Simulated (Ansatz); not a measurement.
A single Cr atom.

UHF-MP2 on septet Cr was run in several spherical basis sets with Ansatz (development build ahead of 0.2.0). Frozen core: 5 orbitals.

Question: Rank the basis sets by the total energy that they give, lowest first, with the distance from the lowest.
A. cc-pVTZ
B. aug-cc-pVDZ
C. 6-31G(d)
D. cc-pVDZ
E. STO-3G
F. 6-31G
G. def2-TZVP
H. def2-SVP

Answer: A (0.00 eV), G (3.25 eV), B (4.28 eV), D (4.49 eV), H (10.46 eV), C (10.90 eV), F (13.10 eV), E (313.55 eV).

Totals follow the description of the cores as much as that of the bonds, so this order isn't one of quality for chemistry.
